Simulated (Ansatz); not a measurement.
Ansatz (a quantum-chemistry and plane-wave program) input (B3LYP/def2-SVP):

Ansatz 0.2 input:
```yaml
crystal:
  periodic: [false, false, false]
  atoms:
    - {symbol: C, position_ang: [-0.00000000, -0.00000000, -1.28727137]}
    - {symbol: C, position_ang: [0.00000000, 0.00000000, 0.00000000]}
    - {symbol: C, position_ang: [0.00000000, 0.00000000, 1.28727137]}
basis:
  gaussian:
    orbitals: def2-SVP
hamiltonian:
  xc: {name: B3LYP}
output: {forces: true}
```

Output:

```
Functional definition: B3LYP
integrals: 0.01 GiB planned
436 factors; integrals over basis functions are off by at most 1.3e-3 eV
mean field: 0.09 GiB planned
mean field evaluation 1: about -3098.9266 eV, gradient 2.8e1 eV
mean field evaluation 2: about -3098.3484 eV, gradient 3.2e1 eV
mean field evaluation 4: about -3100.9144 eV, gradient 3.7e-1 eV
mean field evaluation 8: about -3100.9098 eV, gradient 2.8e-3 eV
mean field -3100.90983694 eV, -113.9563346355 hartree, gradient 1.6e-5 eV, S^2 0.000000; 0 other end points of the search recorded, 0 dependent functions left out
the calculation of the forces begins
reference -3100.90996618 eV, -113.9563393847 hartree; 9, 9 occupied and 33, 33 virtual orbitals, 436 factors
Total energy: -3100.90996618 eV, -113.9563393847 hartree
Atom 0 at    -0.000000    -0.000000    -1.287271 Å, force     0.000000     0.000000    -0.736216 eV/Å
Atom 1 at     0.000000     0.000000     0.000000 Å, force    -0.000000    -0.000000    -0.000000 eV/Å
Atom 2 at     0.000000     0.000000     1.287271 Å, force     0.000000     0.000000     0.736216 eV/Å
Dipole moment:    -0.000000     0.000000    -0.000000 e Å
```

The geometry given is a B3LYP-D3(BJ)/def2-TZVP minimum.
